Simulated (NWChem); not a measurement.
System: Si2H5O cation

```xyz
8

Si     0.0035     1.6919    -0.0005
O      0.0286     0.1283    -0.0052
Si     0.0000    -1.6245    -0.0001
H     -1.3010     2.3811     0.0072
H      1.2877     2.4176    -0.0047
H      1.0740    -2.0048     0.9450
H     -1.3625    -1.9821     0.4549
H      0.2795    -1.9783    -1.4105
```
Atoms are numbered in this order, from 1.

Level: PBE0/def2-SVP (NWChem), optimised geometry, unscaled harmonic frequencies. 

```
frequency (cm⁻¹)  IR intensity (km/mol)
----------------  ---------------------
11                                  1.0
72                                 12.8
152                                15.1
505                                38.3
683                                 7.5
699                                93.2
700                                54.9
726                                51.3
923                               353.3
929                               127.5
936                                95.9
967                                 1.3
1237                              399.7
2296                               12.2
2314                                1.6
2327                               41.2
2329                               42.6
2379                                5.4
```

| Property | Result |
|---|---|
| zero-point energy | 28.8 kcal/mol |
| thermal correction to the enthalpy at 298.15 K (with zero-point energy) | 33.2 kcal/mol |
| heat capacity Cv | 18.3 cal/(mol K) |
| entropy at 298.15 K and 1 atm (symmetry number 1) | 80.1 cal/(mol K) |

Rigid rotor and harmonic oscillator; modes under 100 cm⁻¹ make the entropy uncertain.
